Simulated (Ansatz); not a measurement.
# Nudged elastic band run: BCl$_{3}$H$_{2}$

The input (input.yaml):

```yaml
crystal:
  periodic: [false, false, false]
  atoms:
    - { symbol: B, position_ang: [-0.010708, 0.570478, 0.052949] }
    - { symbol: Cl, position_ang: [-0.017386, 0.926677, 1.770282] }
    - { symbol: Cl, position_ang: [1.510025, 0.424548, -0.805127] }
    - { symbol: Cl, position_ang: [-1.524844, 0.366923, -0.804935] }
    - { symbol: H, position_ang: [0.106389, -2.639619, 0.638355] }
    - { symbol: H, position_ang: [0.054324, -2.319606, 1.334777] }
basis:
  gaussian: { orbitals: def2-SVP }
hamiltonian:
  xc: pbe
  dispersion: d4
neb:
  order_check: false
  images: 5
  f_tol: 0.05
  max_iterations: 60
  final_atoms:
    - { symbol: B, position_ang: [0.0215486, -0.42557077, -0.62725667] }
    - { symbol: Cl, position_ang: [0.00376537, -0.06835846, 2.58241858] }
    - { symbol: Cl, position_ang: [1.52157669, 0.41767904, -0.94426665] }
    - { symbol: Cl, position_ang: [-1.51894445, 0.33786194, -0.95238417] }
    - { symbol: H, position_ang: [0.05091366, -1.58003584, -0.26710175] }
    - { symbol: H, position_ang: [0.03894012, -1.35217491, 2.39489167] }
  initial_path:
    images:
      - { positions_ang: [[-0.010708, 0.570478, 0.052949], [-0.017386, 0.926677, 1.770282], [1.510025, 0.424548, -0.805127], [-1.524844, 0.366923, -0.804935], [0.106389, -2.639619, 0.638355], [0.054324, -2.319606, 1.334777]] }
      - { positions_ang: [[-0.00724722, 0.38531979, 0.04168498], [-0.01325154, 0.59154833, 1.92257609], [1.54415854, 0.30244836, -0.83889981], [-1.5529485, 0.26149157, -0.84114452], [0.09241092, -2.23177802, 0.56849625], [0.0546778, -1.97962903, 1.33358801]] }
      - { positions_ang: [[-0.00378643, 0.20016158, 0.03042097], [-0.00911708, 0.25641966, 2.07487018], [1.57829208, 0.18034872, -0.87267262], [-1.581053, 0.15606014, -0.87735405], [0.07843283, -1.82393704, 0.49863751], [0.05503159, -1.63965207, 1.33239902]] }
      - { positions_ang: [[-0.00032565, 0.01500337, 0.01915695], [-0.00498261, -0.07870901, 2.22716426], [1.61242563, 0.05824908, -0.90644543], [-1.6091575, 0.05062871, -0.91356357], [0.06445475, -1.41609605, 0.42877876], [0.05538539, -1.2996751, 1.33121003]] }
      - { positions_ang: [[0.00696577, -0.13185468, -0.19631426], [-0.00206662, -0.07525882, 2.34558237], [1.58214265, 0.17805907, -0.9190525], [-1.57908648, 0.14637312, -0.92650377], [0.05994105, -1.47074265, 0.19681859], [0.04990363, -1.31717504, 1.68577058]] }
      - { positions_ang: [[0.01425719, -0.27871272, -0.41178546], [0.00084937, -0.07180864, 2.46400048], [1.55185967, 0.29786906, -0.93165958], [-1.54901546, 0.24211753, -0.93944397], [0.05542736, -1.52538925, -0.03514158], [0.04442188, -1.33467498, 2.04033112]] }
      - { positions_ang: [[0.0215486, -0.42557077, -0.62725667], [0.00376537, -0.06835846, 2.58241858], [1.52157669, 0.41767904, -0.94426665], [-1.51894445, 0.33786194, -0.95238417], [0.05091366, -1.58003584, -0.26710175], [0.03894012, -1.35217491, 2.39489167]] }
```

Launched with:

```bash
$ ansatz run input.yaml --threads 1 --pin off --max-ram 2048MiB --backend cpu --events-out ev --progress --plain --runs-dir out
```

Output, in part (warnings, iteration lines, the closing report on the highest movable image, with atoms numbered from 0):

```
NEB end point (image 0): max|allowed force component| = 4.018e-3 eV/Å (the criterion of neb.relax_end_points is 1.000e-2)
NEB end point (image 6): max|allowed force component| = 2.842e-2 eV/Å (the criterion of neb.relax_end_points is 1.000e-2)
NEB iter   1: max|band force component| = 3.657e0 eV/Å  barrier→ = 2.7165 eV  barrier← = 2.0475 eV  Δτ_max = 0.2000 Å  (167 SCF iters)
NEB iter   2: max|band force component| = 1.535e0 eV/Å  barrier→ = 1.5096 eV  barrier← = 0.8406 eV  Δτ_max = 0.2000 Å  (148 SCF iters)
NEB iter   3: max|band force component| = 3.661e0 eV/Å  barrier→ = 1.5812 eV  barrier← = 0.9121 eV  Δτ_max = 0.1027 Å  (155 SCF iters)
NEB iter   4: max|band force component| = 1.600e0 eV/Å  barrier→ = 1.2638 eV  barrier← = 0.5948 eV  Δτ_max = 0.1024 Å  (138 SCF iters)
NEB iter   5: max|band force component| = 4.183e0 eV/Å  barrier→ = 1.1589 eV  barrier← = 0.4899 eV  Δτ_max = 0.0500 Å  (140 SCF iters)
NEB iter   6: max|band force component| = 3.401e0 eV/Å  barrier→ = 1.1391 eV  barrier← = 0.4701 eV  Δτ_max = 0.0511 Å  (129 SCF iters)
NEB iter   7: max|band force component| = 1.304e0 eV/Å  barrier→ = 1.1664 eV  barrier← = 0.4973 eV  Δτ_max = 0.0978 Å  (130 SCF iters)
NEB iter   8: max|band force component| = 6.763e-1 eV/Å  barrier→ = 1.1475 eV  barrier← = 0.4785 eV  Δτ_max = 0.0995 Å  (133 SCF iters)
NEB iter   9: max|band force component| = 9.059e-1 eV/Å  barrier→ = 1.1613 eV  barrier← = 0.4923 eV  Δτ_max = 0.0505 Å  (134 SCF iters)
NEB iter  10: max|band force component| = 1.138e0 eV/Å  barrier→ = 1.1830 eV  barrier← = 0.5140 eV  Δτ_max = 0.0248 Å  (131 SCF iters)
NEB iter  11: max|band force component| = 5.783e-1 eV/Å  barrier→ = 1.1709 eV  barrier← = 0.5019 eV  CI = image 3  Δτ_max = 0.0510 Å  (128 SCF iters)
NEB iter  12: max|band force component| = 5.894e-1 eV/Å  barrier→ = 1.2448 eV  barrier← = 0.5758 eV  CI = image 3  Δτ_max = 0.1021 Å  (128 SCF iters)
NEB iter  13: max|band force component| = 5.378e-1 eV/Å  barrier→ = 1.2930 eV  barrier← = 0.6240 eV  CI = image 3  Δτ_max = 0.1015 Å  (132 SCF iters)
NEB iter  14: max|band force component| = 2.939e0 eV/Å  barrier→ = 1.3026 eV  barrier← = 0.6336 eV  CI = image 3  Δτ_max = 0.0487 Å  (136 SCF iters)
NEB iter  15: max|band force component| = 1.780e0 eV/Å  barrier→ = 1.2976 eV  barrier← = 0.6286 eV  CI = image 3  Δτ_max = 0.0992 Å  (133 SCF iters)
NEB iter  16: max|band force component| = 4.158e-1 eV/Å  barrier→ = 1.2957 eV  barrier← = 0.6267 eV  CI = image 3  Δτ_max = 0.2000 Å  (135 SCF iters)
NEB iter  17: max|band force component| = 2.318e0 eV/Å  barrier→ = 1.2951 eV  barrier← = 0.6261 eV  CI = image 3  Δτ_max = 0.0988 Å  (141 SCF iters)
NEB iter  18: max|band force component| = 6.347e-1 eV/Å  barrier→ = 1.2945 eV  barrier← = 0.6255 eV  CI = image 3  Δτ_max = 0.1925 Å  (138 SCF iters)
NEB iter  19: max|band force component| = 1.527e0 eV/Å  barrier→ = 1.2942 eV  barrier← = 0.6252 eV  CI = image 3  Δτ_max = 0.1017 Å  (140 SCF iters)
NEB iter  20: max|band force component| = 5.203e-1 eV/Å  barrier→ = 1.2941 eV  barrier← = 0.6251 eV  CI = image 3  Δτ_max = 0.2000 Å  (129 SCF iters)
NEB iter  21: max|band force component| = 1.638e0 eV/Å  barrier→ = 1.2941 eV  barrier← = 0.6250 eV  CI = image 3  Δτ_max = 0.1024 Å  (125 SCF iters)
NEB iter  22: max|band force component| = 2.185e0 eV/Å  barrier→ = 1.2941 eV  barrier← = 0.6250 eV  CI = image 3  Δτ_max = 0.0503 Å  (121 SCF iters)
NEB iter  23: max|band force component| = 1.330e0 eV/Å  barrier→ = 1.2941 eV  barrier← = 0.6250 eV  CI = image 3  Δτ_max = 0.1040 Å  (117 SCF iters)
NEB iter  24: max|band force component| = 1.381e0 eV/Å  barrier→ = 1.2941 eV  barrier← = 0.6250 eV  CI = image 3  Δτ_max = 0.0502 Å  (120 SCF iters)
NEB iter  25: max|band force component| = 3.419e-1 eV/Å  barrier→ = 1.2941 eV  barrier← = 0.6250 eV  CI = image 3  Δτ_max = 0.0992 Å  (110 SCF iters)
NEB iter  26: max|band force component| = 5.870e-1 eV/Å  barrier→ = 1.2941 eV  barrier← = 0.6250 eV  CI = image 3  Δτ_max = 0.0507 Å  (124 SCF iters)
NEB iter  27: max|band force component| = 8.435e-1 eV/Å  barrier→ = 1.2941 eV  barrier← = 0.6250 eV  CI = image 3  Δτ_max = 0.0246 Å  (113 SCF iters)
NEB iter  28: max|band force component| = 2.745e-1 eV/Å  barrier→ = 1.2941 eV  barrier← = 0.6250 eV  CI = image 3  Δτ_max = 0.0498 Å  (109 SCF iters)
NEB iter  29: max|band force component| = 3.361e-1 eV/Å  barrier→ = 1.2941 eV  barrier← = 0.6250 eV  CI = image 3  Δτ_max = 0.0150 Å  (115 SCF iters)
NEB iter  30: max|band force component| = 3.875e-1 eV/Å  barrier→ = 1.2941 eV  barrier← = 0.6250 eV  CI = image 3  Δτ_max = 0.0075 Å  (108 SCF iters)
NEB iter  31: max|band force component| = 2.103e-1 eV/Å  barrier→ = 1.2941 eV  barrier← = 0.6250 eV  CI = image 3  Δτ_max = 0.0150 Å  (99 SCF iters)
NEB iter  32: max|band force component| = 5.839e-2 eV/Å  barrier→ = 1.2941 eV  barrier← = 0.6250 eV  CI = image 3  Δτ_max = 0.0300 Å  (106 SCF iters)
NEB iter  33: max|band force component| = 2.648e-1 eV/Å  barrier→ = 1.2941 eV  barrier← = 0.6250 eV  CI = image 3  Δτ_max = 0.0150 Å  (98 SCF iters)
NEB iter  34: max|band force component| = 4.639e-1 eV/Å  barrier→ = 1.2941 eV  barrier← = 0.6250 eV  CI = image 3  Δτ_max = 0.0075 Å  (104 SCF iters)
NEB iter  35: max|band force component| = 2.393e-1 eV/Å  barrier→ = 1.2941 eV  barrier← = 0.6250 eV  CI = image 3  Δτ_max = 0.0149 Å  (99 SCF iters)
NEB iter  36: max|band force component| = 1.822e-1 eV/Å  barrier→ = 1.2941 eV  barrier← = 0.6250 eV  CI = image 3  Δτ_max = 0.0150 Å  (98 SCF iters)
NEB iter  37: max|band force component| = 2.841e-1 eV/Å  barrier→ = 1.2941 eV  barrier← = 0.6250 eV  CI = image 3  Δτ_max = 0.0075 Å  (99 SCF iters)
NEB iter  38: max|band force component| = 7.258e-2 eV/Å  barrier→ = 1.2941 eV  barrier← = 0.6250 eV  CI = image 3  Δτ_max = 0.0150 Å  (94 SCF iters)
NEB iter  39: max|band force component| = 3.170e-2 eV/Å  barrier→ = 1.2941 eV  barrier← = 0.6250 eV  CI = image 3  Δτ_max = 0.0000 Å  (223 SCF iters)
Total energy: -38249.43167577 eV, -1405.6406876885 hartree
Atom 0 at     0.017437    -0.326597     0.010457 Å, force    -0.000048     0.000004    -0.000005 eV/Å
Atom 1 at     0.010053     0.132254     2.090678 Å, force    -0.000002     0.000001    -0.000000 eV/Å
Atom 2 at     1.555739     0.180915    -0.706484 Å, force     0.000012    -0.000004    -0.000002 eV/Å
Atom 3 at    -1.538217     0.126541    -0.705475 Å, force     0.000021    -0.000001     0.000009 eV/Å
Atom 4 at     0.040159    -1.615342     0.255694 Å, force     0.000011     0.000000    -0.000001 eV/Å
Atom 5 at     0.032628    -1.168371     1.241432 Å, force     0.000006     0.000000    -0.000001 eV/Å
Dipole moment:     0.005375    -0.303389     0.132052 e Å
```

It converged. A vibrational analysis at the climbing image gives one clearly imaginary mode, 662i cm⁻¹: a first-order saddle point. The orbitals stay closed-shell, which can raise the energy where a bond breaks towards radicals; this wasn't checked here.

Final band (atoms are numbered from 1 in the order of the input):

```csv
image,path coordinate (Å),energy (eV),B1–Cl2 (Å),H5–H6 (Å),B1–H5 (Å)
0,0.00,0.00,1.75,0.77,3.27
1,0.73,0.07,1.76,0.77,2.62
2,1.45,0.52,1.81,0.79,1.90
3,2.18,1.29,2.13,1.08,1.31
4,2.77,0.84,2.70,1.55,1.22
5,3.37,0.68,3.21,2.02,1.21
6,3.96,0.67,3.23,2.67,1.21
```

The run took 6.1 min on 1 thread of Arm Neoverse V1 (shared host), peak memory 0.14 GiB.
